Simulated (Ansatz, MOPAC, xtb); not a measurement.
**SiH3Br (SMILES [SiH3]Br): methods side by side**

SiH3Br, singlet, SMILES `[SiH3]Br`. Each level relaxes the structure for itself.

Each level gives the highest harmonic wavenumber at each level's own minimum (cm⁻¹). The values are calculated.

| level | kind | program | value (cm⁻¹) |
| --- | --- | --- | --- |
| PM6 | semi-empirical | MOPAC | 2120 |
| PM6-D3H4 | semi-empirical | MOPAC | 2118 |
| PM6-DH2X | semi-empirical | MOPAC | 2120 |
| GFN1-xTB | semi-empirical | xtb | 2237 |
| HF/STO-3G | Hartree–Fock | Ansatz | 2918 |
| HF/3-21G | Hartree–Fock | Ansatz | 2346 |
| HF/6-31G* (Cartesian functions) | Hartree–Fock | Ansatz | 2433 |
| HF/cc-pVTZ | Hartree–Fock | Ansatz | 2359 |
| SVWN5/def2-TZVP | LDA | Ansatz | 2195 |
| PBE/def2-SVP | GGA | Ansatz | 2194 |

All-electron rows without a relativistic Hamiltonian named are non-relativistic. Harmonic and unscaled. The values span 2118 to 2918 cm⁻¹. Without the sets that lack polarisation functions the rows with a basis span only 2194 to 2433 cm⁻¹.
